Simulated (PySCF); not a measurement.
Li (lithium, neutral) across methods

[He] 2p1, 2P determinant (an excited configuration). Computed with PySCF 2.14 in aug-cc-pVTZ with one added diffuse shell each of s, p, d, f type (6s5p4d3f, 62 functions), with no relativity, point nucleus.

```json
{"method": "B97-3", "E (hartree)": "-7.4302", "mean ε 1s α (eV)": "-57.499", "mean ε 1s β (eV)": "-57.493", "mean ε 2p α (eV)": "-2.395", "Σ⟨r²⟩ (bohr²)": "26.16", "⟨S²⟩": "0.750"}
{"method": "LDA", "E (hartree)": "-7.2845", "mean ε 1s α (eV)": "-52.134", "mean ε 1s β (eV)": "-52.059", "mean ε 2p α (eV)": "-1.864", "Σ⟨r²⟩ (bohr²)": "26.80", "⟨S²⟩": "0.750"}
{"method": "BLYP", "E (hartree)": "-7.4253", "mean ε 1s α (eV)": "-52.990", "mean ε 1s β (eV)": "-52.939", "mean ε 2p α (eV)": "-1.808", "Σ⟨r²⟩ (bohr²)": "25.69", "⟨S²⟩": "0.750"}
{"method": "r2SCAN", "E (hartree)": "-7.4200", "mean ε 1s α (eV)": "-54.490", "mean ε 1s β (eV)": "-54.453", "mean ε 2p α (eV)": "-1.928", "Σ⟨r²⟩ (bohr²)": "26.28", "⟨S²⟩": "0.750"}
{"method": "UHF", "E (hartree)": "-7.36501", "mean ε 1s α (eV)": "-68.884", "mean ε 1s β (eV)": "-68.848", "mean ε 2p α (eV)": "-3.501", "Σ⟨r²⟩ (bohr²)": "28.75", "⟨S²⟩": "0.750"}
{"method": "B3LYP", "E (hartree)": "-7.4332", "mean ε 1s α (eV)": "-56.417", "mean ε 1s β (eV)": "-56.365", "mean ε 2p α (eV)": "-2.295", "Σ⟨r²⟩ (bohr²)": "25.73", "⟨S²⟩": "0.750"}
{"method": "PBE0", "E (hartree)": "-7.4063", "mean ε 1s α (eV)": "-57.018", "mean ε 1s β (eV)": "-56.941", "mean ε 2p α (eV)": "-2.406", "Σ⟨r²⟩ (bohr²)": "26.22", "⟨S²⟩": "0.750"}
{"method": "M06-L", "E (hartree)": "-7.4374", "mean ε 1s α (eV)": "-54.644", "mean ε 1s β (eV)": "-54.653", "mean ε 2p α (eV)": "-1.916", "Σ⟨r²⟩ (bohr²)": "26.16", "⟨S²⟩": "0.750"}
{"method": "PBE", "E (hartree)": "-7.4037", "mean ε 1s α (eV)": "-52.834", "mean ε 1s β (eV)": "-52.744", "mean ε 2p α (eV)": "-1.946", "Σ⟨r²⟩ (bohr²)": "25.90", "⟨S²⟩": "0.750"}
```
